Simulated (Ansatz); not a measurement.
Ligand exchange: AuF + CH2O2 → AuOH + CHFO

Species: AuF, singlet; CH2O2 (formic acid) `O=CO`, singlet; AuOH `[OH][Au]`, singlet; CHFO (formyl fluoride) `O=CF`, singlet. The partners trade F for OH: Au–F and C–OH bonds give way to Au–OH and C–F.

Shapes, held fixed at every level: PBE0-D4/def2-TZVP. Flexible molecules stand in one conformer, not always the lowest. Programs: Ansatz 0.2.0. The zero-point and thermal change to 298 K, harmonic and unscaled (PBE0-D4/def2-TZVP), is -4.5 kJ/mol.

| level | kind | ΔH(298 K) (kJ/mol) | less CCSD(T)/def2-TZVPP | CPU time (sum over the molecules) |
| --- | --- | --- | --- | --- |
| PBE-D4/def2-TZVPP | GGA | +12.5 | +1.6 | 9 s |
| B3LYP-D4/def2-TZVPP | global hybrid | +19.0 | +8.1 | 12 s |
| wB97M-V/def2-TZVPP | range-separated hybrid | +26.9 | +16.0 | 29 s |
| MP2/def2-TZVPP | perturbation theory | -1.3 | -12.2 | – |
| CCSD(T)/def2-SVP | coupled cluster or CI | +16.0 | +5.1 | 8.8 s |
| CCSD/def2-SVP | coupled cluster or CI | +20.1 | +9.2 | – |
| CCSD(T)/def2-TZVPP | coupled cluster or CI | +10.9 | 0.0 | 48 s |

The highest level, CCSD(T)/def2-TZVPP, gives ΔH(298 K) = +10.9 kJ/mol; the levels span -1.3 to +26.9. They disagree on the sign: 6 of 7 are positive. The column of differences is taken from that level and isn't an error. No measured value is set beside it here. T1 is large for AuF, AuOH, so single-reference values are less sure there. For atoms past krypton def2 sets carry core potentials with scalar relativity. Correlated rows may include outer-core shells of Au, which these sets cover unevenly. Times are processor times on shared x86 and Arm servers, and rough.
